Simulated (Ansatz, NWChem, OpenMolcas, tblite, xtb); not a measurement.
How methods differ on GeH3Br (SMILES [GeH3][Br])

GeH3Br has 5 atoms, charge 0, and is taken as a singlet. As SMILES, `[GeH3][Br]`. Geometry: relaxed at PBE0-D4/def2-TZVP.

Each level gives the HOMO–LUMO gap (eV). The values are calculated.

```json
{"level": "GFN1-xTB", "kind": "semi-empirical", "program": "tblite", "value (eV)": "6.60", "CPU time": "under 2 s"}
{"level": "GFN0-xTB", "kind": "semi-empirical", "program": "xtb", "value (eV)": "6.28", "CPU time": "under 2 s"}
{"level": "HF/aug-cc-pVDZ", "kind": "Hartree–Fock", "program": "OpenMolcas", "value (eV)": "12.11", "CPU time": "14 s"}
{"level": "SVWN5/aug-cc-pVDZ", "kind": "LDA", "program": "OpenMolcas", "value (eV)": "5.14", "CPU time": "24 s"}
{"level": "PBE/aug-cc-pVDZ", "kind": "GGA", "program": "OpenMolcas", "value (eV)": "5.26", "CPU time": "32 s"}
{"level": "r2SCAN/aug-cc-pVDZ", "kind": "meta-GGA", "program": "NWChem", "value (eV)": "5.94", "CPU time": "2.8 min"}
{"level": "M06-2X/aug-cc-pVDZ", "kind": "hybrid meta-GGA", "program": "NWChem", "value (eV)": "9.12", "CPU time": "2.8 min"}
{"level": "CAM-B3LYP/aug-cc-pVDZ", "kind": "range-separated hybrid", "program": "Ansatz", "value (eV)": "9.38", "CPU time": "13 s"}
{"level": "B2PLYP/aug-cc-pVDZ", "kind": "double hybrid", "program": "Ansatz", "value (eV)": "9.24", "CPU time": "18 s"}
```

All-electron rows without a relativistic Hamiltonian named are non-relativistic. The values span 5.14 to 12.11 eV. Orbital gaps aren't excitation energies, and those of double hybrids come from the SCF part alone; they tend to grow with the share of exact exchange. Times are those of the runs behind each value, whatever else they computed, on shared processors of several kinds: orders of magnitude only.
